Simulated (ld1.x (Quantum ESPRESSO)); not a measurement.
**cadmium: ultrasoft pseudisation with PBE, scalar-relativistic reference atom.**

cadmium, ultrasoft, made with ld1.x (Quantum ESPRESSO) 7.5 (PBE, scalar-relativistic). Core [Ar] 3d10, reference 4s2 4p6 4d10 5s2 5p0. Waves: 4s (bound): rcut 1.25, rcutus 1.60 bohr; 5s (bound): rcut 1.25, rcutus 1.60 bohr; 4p (bound): rcut 1.30, rcutus 1.45 bohr; 5p (bound, empty): rcut 1.30, rcutus 1.45 bohr; 4d (bound): rcut 1.75, rcutus 1.85 bohr; 4d channel at -0.4 Ry: rcut 1.75, rcutus 1.85 bohr. Local part: all-electron potential smoothed inside 1.55 bohr (lloc = -1). Core correction: Bessel-smoothed model core, default radius (core density twice the valence density). Augmentation charge: built from norm-conserving waves at rcut, not smoothed further.

All-electron outer shells of the reference configuration (PBE, scalar-relativistic, ld1.x):

```csv
shell,level (eV),outermost node (bohr),outermost maximum (bohr)
3p,-601.27,0.14,0.32
3d,-393.64,–,0.27
4s,-105.92,0.43,0.79
4p,-66.97,0.43,0.84
4d,-11.73,0.42,0.98
5s,-5.66,1.07,2.35
5p,-1.18,1.20,3.33
```

Is the overlap operator S = 1 + Σ q|β⟩⟨β| positive definite (Bessel basis up to 400 Ry)?

No: its lowest eigenvalue is -0.428, in the p channel, so the generalised eigenproblem breaks down once the basis is large enough.

Tests: 4s2 4p6 4d10 5s1 5p0; 4s2 4p6 4d10 5s0 5p0; 4s2 4p6 4d9 5s0 5p0; 4s2 4p6 4d10 5s1.5 5p0; 4s2 4p5 4d10 5s2 5p0; 4s2 4p6 4d9 5s2 5p0; 4s2 4p6 4d10 5s0 5p2. Which has the largest error in its energy relative to the reference configuration, and how large is it?

4s2 4p6 4d10 5s0 5p0, with +3757 meV (all-electron minus pseudo) on +26.40 eV.

A Bessel basis up to 400 Ry misses an occupied level by 2.78 Ry, so cutoffs and ghosts were not judged. Its overlap operator is not positive definite in a basis up to 400 Ry (lowest eigenvalue p -0.43), so the file is unfit for use: the generalised eigenproblem breaks down once the basis is large enough, and its test numbers describe a broken file. The potential misses its own reference levels by up to 2.3 eV, so it is not fit for use.
